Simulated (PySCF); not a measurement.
# One molecule, several mistakes: CGeH7NSi

These are calculations, not measurements. The program is PySCF 2.14.0, an open-source quantum chemistry code, run on an isolated molecule that a program drew, which may never have been made. The molecule is CGeH7NSi (charge 0, singlet), drawn as the SMILES string `[CH3][GeH]=[N][SiH3]`.

Each row is a Hartree-Fock (HF) and frozen-core CCSD(T) single point in the cc-pV(D+d)Z basis, meant for a local HF minimum. Run 1 is clean. Each other run has one planted mistake out of seven kinds, and not every kind appears here: one electron removed, one electron added, multiplicity raised by two, geometry at a saddle point, minimal basis STO-3G, one bond length entered in bohr, all coordinates scaled. The reference is restricted for singlets and unrestricted otherwise, and also for a bond in bohr. Adding or removing an electron swaps singlet and doublet. Electrons count all cores. HOMO and LUMO are orbital energies over both spins, the gradient is its largest component, and the lowest frequency (negative if imaginary) is given only where the gradient is small. Bond lengths are over the 10 bonds as drawn. T1 is the CCSD diagnostic: over 0.02 (restricted) or 0.045 (unrestricted) a single reference is doubtful. Germanium has the cc-pVDZ-PP basis, with a core potential (ECP10MDF) in place of its 10 inner electrons, and its 3s, 3p and 3d shells are frozen in CCSD(T).

Geometry of the clean run:
```xyz
11
CGeH7NSi, angstrom
C     0.6390   -1.3589    1.9952
Ge    0.3352    0.0155    0.6635
N    -1.1502    0.2147   -0.0781
Si   -1.7269    1.3024   -1.2605
H     0.9543   -0.9018    2.9354
H     1.4323   -2.0307    1.6607
H    -0.2804   -1.9219    2.1488
H     1.5774    0.8705    0.3794
H    -0.7040    2.2809   -1.7376
H    -2.8667    2.0963   -0.7342
H    -2.2106    0.5696   -2.4586
```

| run | electrons | basis functions | <S^2> | HOMO (eV) | LUMO (eV) | gradient (hartree/bohr) | lowest frequency (cm^-1) | mean bond (Å) | longest bond (Å) | T1 | HF (hartree) | CCSD(T) (hartree) | mistake |
|---|---|---|---|---|---|---|---|---|---|---|---|---|---|
| 1 | 66 | 109 | 0.000 | -9.80 | 1.68 | 1.7e-05 | 94 | 1.4589 | 1.938 | 0.0169 | -678.68093 | -679.26174 | no fault |
| 2 | 66 | 109 | 1.563 | -8.11 | 1.44 | 4.1e-02 | - | 1.6077 | 3.160 | 0.0503 | -678.56175 | -679.08841 | one bond length entered in bohr |
| 3 | 66 | 109 | 2.028 | -6.28 | 0.00 | 1.4e-01 | - | 1.4589 | 1.938 | 0.0154 | -678.59558 | -679.13095 | ? |
| 4 | 65 | 109 | 0.776 | -16.12 | -5.33 | 6.4e-02 | - | 1.4589 | 1.938 | 0.0262 | -678.40665 | -678.93965 | ? |

**Which mistake was planted in run 3, and what did it cost?**

Electrons, basis and geometry are unchanged, and <S^2> is 2.028, beside S(S+1) = 2.00 for a multiplicity of 3. So the mistake is: multiplicity raised by two. Subtracting run 1 and multiplying by 627.51 kcal/mol a hartree, the energy moved by 53.6 kcal/mol in HF and 82.1 kcal/mol in CCSD(T).

**Which mistake was planted in run 4, and what did it cost?**

It counts 65 electrons, one fewer than the clean run, at the same geometry and basis. So the mistake is: one electron removed. Subtracting run 1 and multiplying by 627.51 kcal/mol a hartree, the energy moved by 172.1 kcal/mol in HF and 202.1 kcal/mol in CCSD(T).

Cautions from the logs. Run 2: T1 is over the limit, so its CCSD(T) energy is less reliable.
